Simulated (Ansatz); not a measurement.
Ansatz (a first-principles code) job for Sn(F)4 anion (F4Sn), SMILES [F][Sn]([F])([F])[F] (connectivity only; charge and spin as stated), charge -1, multiplicity 2, PBE0/def2-SVPD. Geometry optimised at B3LYP-D3(BJ)/def2-SVPD. A frequency run showed that this geometry is not a minimum. The multiplicity is an assumed one; other spin states were not compared. The isomer is the one that the SMILES or the coordinates give; other isomers of the formula were not compared. The def2 effective core potentials stand for the cores of Sn; spin–orbit coupling is left out.

Ansatz 0.2 input:
```yaml
crystal:
  periodic: [false, false, false]
  atoms:
    - {symbol: F, position_ang: [1.19095625, -1.19095625, 1.19095625]}
    - {symbol: Sn, position_ang: [0.00000000, -0.00000000, 0.00000000]}
    - {symbol: F, position_ang: [-1.19095625, -1.19095625, -1.19095625]}
    - {symbol: F, position_ang: [-1.19095625, 1.19095625, 1.19095625]}
    - {symbol: F, position_ang: [1.19095625, 1.19095625, -1.19095625]}
basis:
  gaussian:
    orbitals: def2-SVPD
hamiltonian:
  xc: {name: PBE0}
total_charge: -1
magnetization: {spin_polarized: true, initial_magnetization: 1}
```

Log of the run:

```
WARN ansatz: RAYON_NUM_THREADS=1 ignored (pool sized by the plan → 1); use --threads N
Functional definition: PBE0
integrals: 0.10 GiB planned
1310 factors; integrals over basis functions are off by at most 1.2e-4 eV
mean field: 1.01 GiB planned
mean field evaluation 1: about -16684.3888 eV, gradient 2.0e1 eV
mean field evaluation 2: about -16681.6670 eV, gradient 3.7e1 eV
mean field evaluation 4: about -16686.0993 eV, gradient 3.7e-1 eV
mean field evaluation 8: about -16686.2017 eV, gradient 2.9e-2 eV
mean field evaluation 16: about -16686.2017 eV, gradient 2.1e-5 eV
mean field -16686.20173545 eV, -613.2066034642 hartree, gradient 2.1e-5 eV, S^2 0.753342; 0 other end points of the search recorded, 0 dependent functions left out
reference -16686.20177089 eV, -613.2066047664 hartree; 30, 29 occupied and 94, 95 virtual orbitals, 1310 factors
Total energy: -16686.20177089 eV, -613.2066047664 hartree
```

The calculation finished and met its thresholds.

Cost: roughly 4 core-seconds.
